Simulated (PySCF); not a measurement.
C6H9F2 (doublet state).
Cartesian coordinates in Å at the GFN2-xTB level; atoms count from 1:
```xyz
17
C6H9F2 angstrom
C      2.837   -0.398    0.146
C      1.464    0.156    0.240
F      1.427    1.397    0.794
C      0.308   -0.458   -0.169
C     -0.986    0.020   -0.104
C     -1.362    1.355    0.448
C     -2.128   -0.806   -0.607
F     -1.739   -2.031   -1.085
H      3.465    0.246   -0.473
H      2.815   -1.394   -0.284
H      3.296   -0.444    1.135
H      0.446   -1.442   -0.593
H     -1.056    1.441    1.491
H     -2.436    1.513    0.383
H     -0.856    2.154   -0.094
H     -2.855   -0.999    0.196
H     -2.646   -0.297   -1.433
```

The hyperfine couplings belong to this conformer and change with its torsions.

As a line formula: `C[C](F)/C=C(\C)CF` [radical].

Method used: UKS B3LYP, pcH-1 on C F H, non-relativistic, mean-field spin-orbit, GIAO in PySCF 2.14.0. The structure is a single GFN2-xTB conformer in the gas phase; no vibrational or solvent corrections. The geometry wasn't refined by DFT: couplings that depend on bond lengths, twists or pyramidal angles can differ widely from those at the functional's own minimum. The SCF solution wasn't tested for stability. ⟨S²⟩ is 0.774 where a pure state has 0.75.

Mulliken spin populations: C1 -0.049, C2 +0.543, F3 +0.034, C4 -0.243, C5 +0.637, C6 -0.048, C7 -0.051, F8 -0.001, H9 +0.030, H10 +0.001, H11 +0.029, H12 +0.008, H13 +0.024, H14 +0.001, H15 +0.024, H16 +0.029, H17 +0.030. Main spin sites, with 60 % or more of the largest population: C2, C5; positions count bonds from the nearest.

Task: Give the computed dipolar 1H tensors of H9, H10, H11, H13, H14, H15, H16, H17.

Result: 
| atom | position | distance from C5 (Å) | T1 (MHz) | T2 | T3 |
| --- | --- | --- | --- | --- | --- |
| H9 | 2 bonds from C2 | 4.47 | -3.09 | -2.63 | 5.72 |
| H10 | 2 bonds from C2 | 4.06 | -3.14 | -2.40 | 5.54 |
| H11 | 2 bonds from C2 | 4.48 | -3.06 | -2.66 | 5.72 |
| H13 | 2 bonds from C5 | 2.14 | -3.69 | -1.42 | 5.10 |
| H14 | 2 bonds from C5 | 2.14 | -2.85 | -2.58 | 5.43 |
| H15 | 2 bonds from C5 | 2.14 | -3.72 | -1.36 | 5.07 |
| H16 | 2 bonds from C5 | 2.15 | -3.25 | -2.60 | 5.86 |
| H17 | 2 bonds from C5 | 2.15 | -3.29 | -2.54 | 5.83 |

Task: Estimate them with point dipoles: put each population ρk at its nucleus, leave out the nucleus itself and the atom bound to it, and sum T = Σ [ρk/(2S)]·C·(3 n nᵀ − 1)/r³ with C = μ0 gₑ μB g_N μN/(4π h) = 79.06 MHz Å³.

Result: 
| atom | T1 (MHz) | T2 | T3 | T3, computed | difference in T3 (%) |
| --- | --- | --- | --- | --- | --- |
| H9 | -5.02 | -3.96 | 8.98 | 5.72 | +57 |
| H10 | -4.58 | -3.94 | 8.52 | 5.54 | +54 |
| H11 | -5.04 | -3.94 | 8.98 | 5.72 | +57 |
| H13 | -5.46 | -3.65 | 9.11 | 5.10 | +78 |
| H14 | -5.46 | -4.33 | 9.79 | 5.43 | +80 |
| H15 | -5.45 | -3.62 | 9.07 | 5.07 | +79 |
| H16 | -5.53 | -4.25 | 9.78 | 5.86 | +67 |
| H17 | -5.51 | -4.27 | 9.78 | 5.83 | +68 |

In T3 the estimate is closest for H10 (+54 %, 4.06 Å from C5) and worst for H14 (+80 %, 2.14 Å).

Time: 77 s (grids of density and orbitals included); peak memory 0.97 GiB. Hardware: an Arm Neoverse V2 with one thread, shared host.
